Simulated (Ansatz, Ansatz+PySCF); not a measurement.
```xyz
2

Be   -0.0310    0.0052   -0.8785
C     0.0023   -0.0187    0.7933
```

Basis set: def2-SVP (spherical functions). Left uncorrelated: 1 orbital. Correlation on ROHF uses semicanonical orbitals with singles. Charge 0, multiplicity 3.

Computed with Ansatz (development build ahead of 0.2.0); each method stands on the lowest determinant of its kind that the runs found.

Give the atomization energy at this shape (free ground-state atoms in the same class of orbitals less the molecule, no zero-point energy) of triplet BeC by UHF-CCSD(T), UHF-MP2, ROHF-MP2, ROHF, UHF.

```json
{"method": "UHF-CCSD(T)", "atomization energy": "159.5 kJ/mol"}
{"method": "UHF-MP2", "atomization energy": "217.5 kJ/mol"}
{"method": "ROHF-MP2", "atomization energy": "69.9 kJ/mol"}
{"method": "ROHF", "atomization energy": "51.9 kJ/mol"}
{"method": "UHF", "atomization energy": "219.9 kJ/mol"}
```

Caution for UHF-CCSD(T), UHF: a free atom is spin contaminated. Caution for UHF-CCSD(T), UHF-MP2, UHF: the unrestricted determinant is a mixture of spin states. Caution for ROHF-MP2: a plain start can end on a higher determinant. Caution for ROHF-MP2, ROHF: an unrestricted determinant lies well below.
